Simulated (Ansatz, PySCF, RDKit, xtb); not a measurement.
Noncovalent pair: SiH4 (SMILES [SiH4]) (first 5 atoms) with C3H4 (SMILES C=C=C); geometry from B3LYP-D3(BJ)/def2-TZVP, rigid monomers moved along the line of their centres of mass till Si1···C6 is 5.01 Å.
(charge 0, multiplicity 1):
```xyz
12

Si    -0.18064    -0.03077     0.10956
H     -0.64127    -1.42513     0.28734
H     -1.04139     0.88637     0.88806
H     -0.26708     0.32865    -1.32622
H      1.22299     0.09719     0.55753
C      0.22028    -1.24027     4.95683
C      0.25488     0.04040     5.17929
C      0.28747     1.32250     5.38857
H      1.10341    -1.77886     4.63295
H     -0.69212    -1.81045     5.08738
H      0.52895     1.72921     6.36368
H      0.07312     2.02471     4.59110
```

Counterpoise-corrected where a basis set is named; no monomer relaxation. Rows marked so take none.

Cores are frozen in the correlated methods. Rows in 6-31G* carry no dispersion term and start afresh at each structure (6-31G* with six Cartesian d functions). MP2/6-31G* freezes PySCF's default core.

Programs: Ansatz (a first-principles code) with Gaussian orbitals; PySCF for 6-31G* rows, the dispersion terms; RDKit for the force fields; xtb for the GFN methods. 

| level | interaction energy (meV) |
|---|---|
| MMFF94 | -20.9 |
| GFN-FF | -18.6 |
| GFN1-xTB | -19.7 |
| BP86/6-31G* (no counterpoise) | -5.7 |
| PBE0-D3(BJ)/def2-TZVPPD | -24.8 |
| MP2/6-31G* | -10.4 |
| MP2/aug-cc-pV(D+d)Z | -19.7 |
| CCSD/aug-cc-pV(D+d)Z | -16.7 |
| CCSD(T)/aug-cc-pV(D+d)Z | … |

Task: Fill in the missing entries.

Result: 
- CCSD(T)/aug-cc-pV(D+d)Z, interaction energy (meV): -19.0
